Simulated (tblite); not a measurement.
Species: C6H7N3S.
Cartesian coordinates in Å at the GFN2-xTB level; atoms count from 1:
```
atom  x, y, z in Å
C1    -3.7035    0.2027   -0.2547
C2    -2.6255   -0.5716   -0.2903
C3    -1.2905   -0.0734    0.0006
C4    -0.1687   -0.8941   -0.0424
C5     1.0435   -0.2712    0.2611
S6     2.5382   -1.1643    0.2499
C7     3.7019    0.1470    0.7096
N8     1.0874    1.0267    0.5671
N9    -0.0030    1.7188    0.5850
N10   -1.1518    1.2287    0.3208
H11   -3.6145    1.2456   -0.0025
H12   -4.6856   -0.1795   -0.4724
H13   -2.6873   -1.6226   -0.5402
H14   -0.2191   -1.9422   -0.2922
H15    3.6585    0.9349   -0.0349
H16    4.6853   -0.3110    0.7351
H17    3.4276    0.5376    1.6839
```

Calculated harmonic vibrations of the isolated species, GFN2-xTB (tblite), most abundant isotopes, no scaling. Errors from tens to a few hundred cm⁻¹ against measured bands are possible. One conformer, not necessarily the lowest.

Harmonic wavenumbers (cm⁻¹): 52.2, 83.2, 93.8, 137.3, 141.1, 172.9, 208.6, 285.3, 348.8, 420.9, 458.5, 475.9, 571.3, 679.0, 734.9, 744.0, 765.3, 842.6, 896.0, 908.6, 951.8, 957.5, 1011.9, 1017.2, 1043.1, 1087.7, 1119.0, 1222.2, 1285.6, 1311.8, 1313.2, 1346.2, 1386.5, 1423.3, 1428.9, 1439.3, 1492.5, 1663.5, 3046.9, 3054.0, 3061.4, 3065.7, 3086.6, 3111.9, 3148.2.

A = 3487, B = 645.4, C = 546.5 MHz; mass 153.036 u (most abundant isotopes); point group Cs, symmetry number 1.

Q: What is the zero-point energy?

A: ½Σν̃ = 26548 cm⁻¹ = 317.59 kJ/mol.

Q: Entropy at 298.15 K, 1 bar (ideal gas, RRHO, classical rotation)?

A: Translation 171.60, rotation 125.30, vibration 126.13: S = 423.0 J/(mol K).

Q: And Cp and H(298.15 K) − H(0)?

A: Cp = 159.93 J/(mol K), of which vibrations give 126.68 (their classical limit is 45 R = 374.2); H(298.15 K) − H(0) = 29.60 kJ/mol without the zero-point energy, 19.69 from vibrations.

Q: Blend soft modes into free rotors: weight 1/[1 + (100 cm⁻¹/ν̃)⁴] for the oscillator and the rest for a rotor with moment μB/(μ + B), μ = h/(8π²ν), B = 10⁻⁴⁴ kg m². What vibrational entropy results?

A: 117.10 J/(mol K) in place of 126.13, which changes −T·S at 298.15 K by +2.69 kJ/mol.

Q: Which modes carry the vibrational entropy at 298.15 K?

A: 52.2 cm⁻¹: 19.80; 83.2 cm⁻¹: 15.96; 93.8 cm⁻¹: 14.98; 137.3 cm⁻¹: 11.89; 141.1 cm⁻¹: 11.67; 172.9 cm⁻¹: 10.06 J/(mol K); the other 39 give 41.78 together.

Q: What must be added to the electronic energy to get the Gibbs energy at 298.15 K and 1 bar?

A: ZPE + [H(298.15 K) − H(0)] − T·S = 317.59 + 29.60 − 126.13 = 221.06 kJ/mol.

Hindered rotation and anharmonicity are outside this model. Other conformers, if any are populated, would add a mixing term that is left out.
